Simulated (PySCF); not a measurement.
Steps of a relaxation of [Re(BH4)4]+

[Re(BH4)4]+ (triplet). PySCF 2.14.0, UKS r2SCAN, Re def2-SVP with ECP60, B def2-SVP, H def2-SVP; non-relativistic Hamiltonian with scalar-relativistic core potentials where named; density fitting; no spin-orbit coupling. Origin of the start: template. Columns: position (Å) and force (eV/Å). Energies are counted from the last step; some of the 26 steps are shown. Forces carry noise of the integration grid, about 0.01 to 0.03 eV/Å.

Run from Python with OMP_NUM_THREADS=4. Where DIIS fails, smearing, a level shift and second-order steps follow.
It took 7.6 min on 4 threads of Intel(R) Xeon(R) 6975P-C (Granite Rapids) (shared host), from the converged density of the start.

```xyz
21
step 0  E = 1.915 eV
Re    0.0000    0.0000    0.0000     0.00    0.00   -1.40
B     1.1813    1.1813    1.1813     1.48    1.48    1.10
H     1.8741    1.8741    1.8741    -0.03   -0.03    0.10
H     0.4599    0.4599    1.9036     0.78    0.78    0.45
H     1.9036    0.4599    0.4599     0.33    0.49    0.42
H     0.4599    1.9036    0.4599     0.49    0.33    0.42
B    -1.1813   -1.1813    1.1813    -1.48   -1.48    1.10
H    -1.8741   -1.8741    1.8741     0.03    0.03    0.10
H    -0.4599   -0.4599    1.9036    -0.78   -0.78    0.45
H    -1.9036   -0.4599    0.4599    -0.33   -0.49    0.42
H    -0.4599   -1.9036    0.4599    -0.49   -0.33    0.42
B     1.1813   -1.1813   -1.1813     0.99   -0.99   -1.53
H     1.8741   -1.8741   -1.8741     0.00    0.00   -0.04
H     1.4224   -1.4224    0.0213     0.08   -0.08    0.13
H    -0.0213   -1.4224   -1.4224     0.14   -0.39   -0.17
H     1.4224    0.0213   -1.4224     0.39   -0.14   -0.17
B    -1.1813    1.1813   -1.1813    -0.99    0.99   -1.53
H    -1.8741    1.8741   -1.8741     0.00    0.00   -0.04
H    -1.4224    1.4224    0.0213    -0.08    0.08    0.13
H     0.0213    1.4224   -1.4224    -0.14    0.39   -0.17
H    -1.4224   -0.0213   -1.4224    -0.39    0.14   -0.17
```

```xyz
21
step 8  E = 0.537 eV
Re    0.0000    0.0000   -0.0665     0.00    0.00    0.46
B     1.2933    1.2933    1.1451     0.49    0.49    0.04
H     1.8404    1.8404    2.1026    -0.21   -0.21   -0.07
H     0.6193    0.6193    1.9447    -0.08   -0.08   -0.29
H     2.2087    0.7206    0.5517    -0.07    0.07    0.07
H     0.7206    2.2087    0.5517     0.07   -0.07    0.07
B    -1.2933   -1.2933    1.1451    -0.49   -0.49    0.04
H    -1.8404   -1.8404    2.1026     0.21    0.21   -0.07
H    -0.6193   -0.6193    1.9447     0.08    0.08   -0.29
H    -2.2087   -0.7206    0.5517     0.07   -0.07    0.07
H    -0.7206   -2.2087    0.5517    -0.07    0.07    0.07
B     1.2109   -1.2109   -1.3007     0.19   -0.19   -0.14
H     1.9146   -1.9146   -1.9675     0.02   -0.02   -0.05
H     1.3259   -1.3259   -0.0186     0.19   -0.19    0.06
H    -0.0019   -1.4984   -1.4879    -0.01    0.00    0.04
H     1.4984    0.0019   -1.4879     0.00    0.01    0.04
B    -1.2109    1.2109   -1.3007    -0.19    0.19   -0.14
H    -1.9146    1.9146   -1.9675    -0.02    0.02   -0.05
H    -1.3259    1.3259   -0.0186    -0.19    0.19    0.06
H     0.0019    1.4984   -1.4879     0.01    0.00    0.04
H    -1.4984   -0.0019   -1.4879     0.00   -0.01    0.04
```

```xyz
21
step 17  E = 0.003 eV
Re    0.0000    0.0000   -0.0678     0.00    0.00    0.23
B     1.4334    1.4334    1.0649    -0.03   -0.03   -0.07
H     1.6177    1.6177    2.2593     0.02    0.02    0.02
H     0.5702    0.5702    1.5628     0.00    0.00   -0.01
H     2.3905    0.8844    0.5448    -0.01    0.00   -0.01
H     0.8844    2.3905    0.5448     0.00   -0.01   -0.01
B    -1.4334   -1.4334    1.0649     0.03    0.03   -0.07
H    -1.6177   -1.6177    2.2593    -0.02   -0.02    0.02
H    -0.5702   -0.5702    1.5628     0.00    0.00   -0.01
H    -2.3905   -0.8844    0.5448     0.01    0.00   -0.01
H    -0.8844   -2.3905    0.5448     0.00    0.01   -0.01
B     1.2516   -1.2516   -1.2444     0.04   -0.04   -0.03
H     1.9379   -1.9379   -1.9472     0.01   -0.01    0.00
H     1.3398   -1.3398    0.0635    -0.01    0.01    0.00
H     0.0284   -1.5301   -1.4074    -0.01   -0.01    0.00
H     1.5301   -0.0284   -1.4074     0.01    0.01    0.00
B    -1.2516    1.2516   -1.2444    -0.04    0.04   -0.03
H    -1.9379    1.9379   -1.9472    -0.01    0.01    0.00
H    -1.3398    1.3398    0.0635     0.01   -0.01    0.00
H    -0.0284    1.5301   -1.4074     0.01    0.01    0.00
H    -1.5301    0.0284   -1.4074    -0.01   -0.01    0.00
```

Where does the relaxation end?

It converges at step 25 in C2v:
```xyz
21
step 25  E = 0
Re    0.0000    0.0000   -0.0531
B     1.4388    1.4388    1.0451
H     1.6505    1.6505    2.2304
H     0.5806    0.5806    1.5657
H     2.3868    0.8828    0.5162
H     0.8828    2.3868    0.5162
B    -1.4388   -1.4388    1.0451
H    -1.6505   -1.6505    2.2304
H    -0.5806   -0.5806    1.5657
H    -2.3868   -0.8828    0.5162
H    -0.8828   -2.3868    0.5162
B     1.2566   -1.2566   -1.2257
H     1.9494   -1.9494   -1.9164
H     1.3376   -1.3376    0.0839
H     0.0357   -1.5388   -1.3945
H     1.5388   -0.0357   -1.3945
B    -1.2566    1.2566   -1.2257
H    -1.9494    1.9494   -1.9164
H    -1.3376    1.3376    0.0839
H    -0.0357    1.5388   -1.3945
H    -1.5388    0.0357   -1.3945
```

How did the contacts change?


```
      contact  start (Å)  end (Å)
 Re1–H4 (BH4)      2.012    1.815
 Re1–H9 (BH4)      2.012    1.815
Re1–H14 (BH4)      2.012    1.897
Re1–H19 (BH4)      2.012    1.897
```
Short contacts between ligands at the end: H4···H9 1.64 Å.

No frequency check is given that shows the relaxed geometry to be a minimum. Open shells may have lower solutions than the one found.
